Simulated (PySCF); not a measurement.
PySCF input for C₂HBrClF, SMILES F/C=C(\Cl)Br, TDDFT-ωB97X/def2-SVPD. Geometry: TPSSh-D3(BJ)/def2-SVP.

```python
import numpy as np
from pyscf import gto, scf, dft, tdscf

mol = gto.M(
    atom='''
    F    -1.19006476   -2.45601588    0.00000000
    C    -1.20164918   -1.12582156    0.00000000
    C    -0.06782396   -0.40986929    0.00000000
    Cl    1.48475625   -1.15385683    0.00000000
    Br   -0.13475610    1.47463258    0.00000000
    H    -2.19697112   -0.67828597    0.00000000
    ''',
    basis='def2-SVPD',
    charge=0,
    spin=0,
    symmetry=True,
    max_memory=1600,
    verbose=4,
)
mf = dft.RKS(mol, xc='wb97x').density_fit(auxbasis='def2-universal-jkfit')
mf.grids.level = 3
mf.conv_tol = 1e-9
mf.max_cycle = 100
mf.kernel()
mf.grids = dft.Grids(mol).set(level=1).build(with_non0tab=True)  # coarser grid for the response kernel
td = tdscf.TDDFT(mf)
td.singlet = True
td.nstates = 10
td.conv_tol = 1e-4
td.positive_eig_threshold = 1e-6
td.kernel(x0=td.get_init_guess(mf, 15))
td.analyze()
tt = tdscf.TDA(mf)
tt.singlet = False
tt.nstates = 4
tt.conv_tol = 1e-4
tt.positive_eig_threshold = 1e-6
tt.kernel(x0=tt.get_init_guess(mf, 9))
tt.analyze(verbose=3)
```

Log of the run:

```
PySCF version 2.14.0

[INPUT] verbose = 4
[INPUT] num. atoms = 6
[INPUT] num. electrons = 74
[INPUT] charge = 0
[INPUT] spin (= nelec alpha-beta = 2S) = 0
[INPUT] symmetry True subgroup None
[INPUT] Mole.unit = angstrom
[INPUT] Symbol           X                Y                Z      unit          X                Y                Z       unit  Magmom
[INPUT]  1 F     -1.190064760000  -2.456015880000   0.000000000000 AA   -2.248896466896  -4.641197370783   0.000000000000 Bohr   0.0
[INPUT]  2 C     -1.201649180000  -1.125821560000   0.000000000000 AA   -2.270787848008  -2.127494413531   0.000000000000 Bohr   0.0
[INPUT]  3 C     -0.067823960000  -0.409869290000   0.000000000000 AA   -0.128168709083  -0.774540704970   0.000000000000 Bohr   0.0
[INPUT]  4 Cl     1.484756250000  -1.153856830000   0.000000000000 AA    2.805782674236  -2.180473395659   0.000000000000 Bohr   0.0
[INPUT]  5 Br    -0.134756100000   1.474632580000   0.000000000000 AA   -0.254652122615   2.786651710561   0.000000000000 Bohr   0.0
[INPUT]  6 H     -2.196971120000  -0.678285970000   0.000000000000 AA   -4.151673720379  -1.281774717435   0.000000000000 Bohr   0.0

nuclear repulsion = 383.355814757566
point group symmetry = Cs
symmetry origin: [-1.27684197e-09  5.10736797e-09  0.00000000e+00]
symmetry axis x: [ 1.0000000e+00 -1.8835949e-09  0.0000000e+00]
symmetry axis y: [1.8835949e-09 1.0000000e+00 0.0000000e+00]
symmetry axis z: [0. 0. 1.]
num. orbitals of irrep A' = 97
num. orbitals of irrep A" = 42
number of shells = 55
number of NR pGTOs = 231
number of NR cGTOs = 139
basis = def2-SVPD
ecp = {}


[settings echo left out]
init E= -3210.00027267391
HOMO (A") = -0.239969034286299  LUMO (A') = -0.0165435056321286  gap/eV = 6.07972
cycle= 1 E= -3210.29124371884  delta_E= -0.291  |g|= 0.607  |ddm|= 3.56
HOMO (A") = -0.403400577245664  LUMO (A") = -0.0395009635363333  gap/eV = 9.90221
cycle= 2 E= -3210.28127311414  delta_E= 0.00997  |g|= 0.702  |ddm|= 2.23
HOMO (A") = -0.365142010912362  LUMO (A') = 0.0410357319235164  gap/eV = 11.05266
cycle= 3 E= -3210.38197222678  delta_E= -0.101  |g|= 0.0685  |ddm|= 1.15
HOMO (A") = -0.357853159373808  LUMO (A') = 0.0436602261684049  gap/eV = 10.92574
cycle= 4 E= -3210.38289954612  delta_E= -0.000927  |g|= 0.0277  |ddm|= 0.113
HOMO (A") = -0.360270666741181  LUMO (A') = 0.0452800858907483  gap/eV = 11.03560
cycle= 5 E= -3210.38310844693  delta_E= -0.000209  |g|= 0.00616  |ddm|= 0.0677
HOMO (A") = -0.359927329989731  LUMO (A') = 0.0451235415136533  gap/eV = 11.02200
cycle= 6 E= -3210.38312459406  delta_E= -1.61e-05  |g|= 0.0023  |ddm|= 0.0181
HOMO (A") = -0.35990535883967  LUMO (A') = 0.0452583055290474  gap/eV = 11.02506
cycle= 7 E= -3210.38312648951  delta_E= -1.9e-06  |g|= 0.000624  |ddm|= 0.00747
HOMO (A") = -0.359948531624032  LUMO (A') = 0.0452047648454981  gap/eV = 11.02478
cycle= 8 E= -3210.38312670213  delta_E= -2.13e-07  |g|= 0.000299  |ddm|= 0.00205
HOMO (A") = -0.359942864325306  LUMO (A') = 0.0452211527494755  gap/eV = 11.02507
cycle= 9 E= -3210.3831267295  delta_E= -2.74e-08  |g|= 7.8e-05  |ddm|= 0.000709
HOMO (A") = -0.35994635622455  LUMO (A') = 0.0452196931013451  gap/eV = 11.02513
cycle= 10 E= -3210.38312673193  delta_E= -2.43e-09  |g|= 2.07e-05  |ddm|= 0.000265
HOMO (A") = -0.359944799953548  LUMO (A') = 0.0452205561968517  gap/eV = 11.02511
cycle= 11 E= -3210.3831267321  delta_E= -1.71e-10  |g|= 6.62e-06  |ddm|= 6.91e-05
HOMO (A") = -0.359946130349596  LUMO (A') = 0.0452203440062906  gap/eV = 11.02514
Extra cycle  E= -3210.38312673213  delta_E= -3e-11  |g|= 4.87e-06  |ddm|= 2.57e-05
converged SCF energy = -3210.38312673213
tot grids = 31784
Overwritten attributes  positive_eig_threshold  of <class 'pyscf.tdscf.rks.TDDFT'>


******** <class 'pyscf.tdscf.rks.TDDFT'> for <class 'pyscf.df.df_jk.DFSymAdaptedRKS'> ********
nstates = 10 singlet
deg_eia_thresh = 1.000e-03
wfnsym = None
conv_tol = 0.0001
eigh lindep = 1e-12
eigh level_shift = 0
eigh max_cycle = 100


Excitation energies (eV)
[5.41261284 6.3700568  6.51888437 6.58374744 7.24987165 7.46997526
 7.65071362 7.87731977 8.11192314 8.1125759 ]

** Singlet excitation energies and oscillator strengths **
Excited State   1:   A"      5.41261 eV    229.07 nm  f=0.0001
      35 -> 38       -0.13805
      37 -> 38        0.65946
      37 -> 43       -0.12942
Excited State   2:   A"      6.37006 eV    194.64 nm  f=0.0004
      35 -> 40        0.12831
      37 -> 40        0.60594
      37 -> 41       -0.17183
      37 -> 43        0.11758
      37 -> 48       -0.16626
Excited State   3:   A'      6.51888 eV    190.19 nm  f=0.0918
      34 -> 38        0.13713
      36 -> 38        0.54404
      37 -> 39        0.39535
Excited State   4:   A'      6.58375 eV    188.32 nm  f=0.1911
      36 -> 38       -0.37076
      37 -> 39        0.57658
Excited State   5:   A"      7.24987 eV    171.02 nm  f=0.0006
      35 -> 38       -0.62101
      35 -> 41        0.10355
      37 -> 38       -0.10481
      37 -> 40        0.12012
      37 -> 41        0.15934
Excited State   6:   A"      7.46998 eV    165.98 nm  f=0.0003
      36 -> 39       -0.69831
Excited State   7:   A"      7.65071 eV    162.06 nm  f=0.0194
      35 -> 38        0.14842
      35 -> 41       -0.11131
      37 -> 40        0.22598
      37 -> 41        0.52248
      37 -> 42        0.12020
      37 -> 43       -0.24618
      37 -> 45       -0.19011
Excited State   8:   A'      7.87732 eV    157.39 nm  f=0.0272
      34 -> 38        0.40171
      34 -> 40        0.26758
      34 -> 41       -0.18671
      35 -> 39       -0.29896
      36 -> 40       -0.27587
      36 -> 41        0.12553
Excited State   9:   A"      8.11192 eV    152.84 nm  f=0.0003
      32 -> 39       -0.11811
      34 -> 39       -0.68499
Excited State  10:   A'      8.11258 eV    152.83 nm  f=0.0731
      34 -> 40       -0.23623
      34 -> 41        0.10083
      35 -> 39       -0.60243
      36 -> 40        0.14758

** Transition electric dipole moments (AU) **
state          X           Y           Z        Dip. S.      Osc.
  1         0.0000      0.0000     -0.0312      0.0010      0.0001
  2         0.0000      0.0000      0.0494      0.0024      0.0004
  3        -0.4677     -0.5967     -0.0000      0.5748      0.0918
  4        -0.8964     -0.6173      0.0000      1.1846      0.1911
  5         0.0000     -0.0000     -0.0566      0.0032      0.0006
  6        -0.0000     -0.0000      0.0386      0.0015      0.0003
  7         0.0000     -0.0000     -0.3221      0.1038      0.0194
  8         0.1453      0.3462     -0.0000      0.1409      0.0272
  9        -0.0000      0.0000      0.0393      0.0015      0.0003
 10         0.4572     -0.3985      0.0000      0.3678      0.0731

** Transition velocity dipole moments (imaginary part, AU) **
state          X           Y           Z        Dip. S.      Osc.
  1        -0.0000     -0.0000     -0.0161      0.0003      0.0009
  2        -0.0000      0.0000      0.0063      0.0000      0.0001
  3        -0.1048     -0.1408      0.0000      0.0308      0.0857
  4        -0.2176     -0.1481      0.0000      0.0693      0.1909
  5        -0.0000     -0.0000     -0.0152      0.0002      0.0006
  6        -0.0000     -0.0000      0.0086      0.0001      0.0002
  7         0.0000      0.0000     -0.0837      0.0070      0.0166
  8         0.0456      0.1033      0.0000      0.0127      0.0294
  9         0.0000     -0.0000      0.0122      0.0001      0.0003
 10         0.1331     -0.1210     -0.0000      0.0323      0.0723

** Transition magnetic dipole moments (imaginary part, AU) **
state          X           Y           Z
  1        -0.1197      0.0490      0.0000
  2        -0.1408     -0.1571      0.0000
  3         0.0000      0.0000     -0.4704
  4        -0.0000      0.0000      0.6706
  5        -0.4419     -0.2810      0.0000
  6        -0.5063     -0.2680      0.0000
  7         0.8469     -0.4558     -0.0000
  8        -0.0000      0.0000      0.4211
  9         0.4653     -0.6436     -0.0000
 10         0.0000     -0.0000     -0.0463
Overwritten attributes  positive_eig_threshold  of <class 'pyscf.tdscf.rks.TDA'>


******** <class 'pyscf.tdscf.rks.TDA'> for <class 'pyscf.df.df_jk.DFSymAdaptedRKS'> ********
nstates = 4 triplet
deg_eia_thresh = 1.000e-03
wfnsym = None
conv_tol = 0.0001
eigh lindep = 1e-12
eigh level_shift = 0
eigh max_cycle = 100


Excitation energies (eV)
[3.9485864  4.881203   5.77541963 5.90097361]

** Triplet excitation energies and oscillator strengths **
Excited State   1:   A'      3.94859 eV    314.00 nm  f=0.0000
Excited State   2:   A"      4.88120 eV    254.00 nm  f=0.0000
Excited State   3:   A'      5.77542 eV    214.68 nm  f=0.0000
Excited State   4:   A"      5.90097 eV    210.11 nm  f=0.0000
```

Self-consistency was reached.
